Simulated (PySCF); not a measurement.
**CuH from Hartree–Fock to correlated methods**

State: ¹Σ⁺ (singlet), closed shell. Set-up: Cu def2-TZVPPD, H def2-TZVPPD; no relativity (PySCF 2.14). De refers to Cu (3d10 4s1) + H in their ground configurations, without counterpoise correction. A positive dipole means Cu(−)H(+).

| Level | Re (Å) | ωe (cm⁻¹) | De (eV) | μ (D) | CPU s a point (SCF and correlation, without the integrals) |
| --- | --- | --- | --- | --- | --- |
| RHF | 1.567 | 1651 | n/a | -4.31 | 0.31 |
| RHF-MP2 | 1.436 | 2049 | n/a | n/a | 0.47 |
| RHF-SCS-MP2 | 1.455 | 1964 | n/a | n/a | n/a |
| RHF-CCSD | 1.483 | 1835 | 2.62 | n/a | n/a |
| RHF-CCSD(T) | 1.471 | 1876 | 2.72 | n/a | 12 |
| LDA | 1.452 | 1983 | 3.28 | -2.14 | 0.41 |
| PBE | 1.472 | 1917 | 2.80 | -2.31 | 0.73 |
| revPBE | 1.479 | 1892 | 2.71 | -2.39 | 0.51 |
| PW91 | 1.469 | 1930 | 2.82 | -2.30 | 0.49 |
| r²SCAN | 1.459 | 1974 | 2.82 | -2.58 | 0.89 |
| B3LYP | 1.480 | 1882 | 2.72 | -2.65 | 1.2 |
| PBE0 | 1.482 | 1882 | 2.58 | -2.85 | 2 |
| B97-3 | 1.497 | 1826 | 2.62 | -2.91 | 0.82 |
| LC-ωPBE | 1.477 | 1956 | 2.64 | -3.26 | 1.4 |

(1) Which functional lies closest to RHF-CCSD(T) in De, which farthest, and by how much do they differ from it?

(2) What does a quarter of exact exchange do here, going from PBE to PBE0?

(3) What does the step from GGA to meta-GGA do here, going from PBE to r²SCAN?

Correlated steps freeze 5 core orbitals. Where the molecule has an RHF reference, its open-shell atoms are computed with UHF. The CCSD T1 diagnostic is raised, a sign that a single reference may not be enough here.

The whole job (state search and all levels along the bond) took about 4.2 min on 1 thread of Intel Xeon 6975P-C (shared host), peak memory 2.1 GiB.

## Answers

(1) Closest is B3LYP (+0.9 pm in Re, +0.3 % in ωe, +0.00 eV in De against RHF-CCSD(T) in the same basis), farthest LDA (-1.9 pm in Re, +5.7 % in ωe, +0.56 eV in De). CCSD(T) converges more slowly with the basis than the functionals do and binds too weakly in this one, so the order can change at the basis-set limit.

(2) PBE0 less PBE: +1.0 pm in Re, -1.8 % in ωe, -0.22 eV in De. Exact exchange removes part of the self-interaction that spreads semilocal densities, and in most molecules shortens and stiffens the bond and lowers De; here Re and ωe go the other way.

(3) r²SCAN less PBE: -1.3 pm in Re, +3.0 % in ωe, +0.02 eV in De.
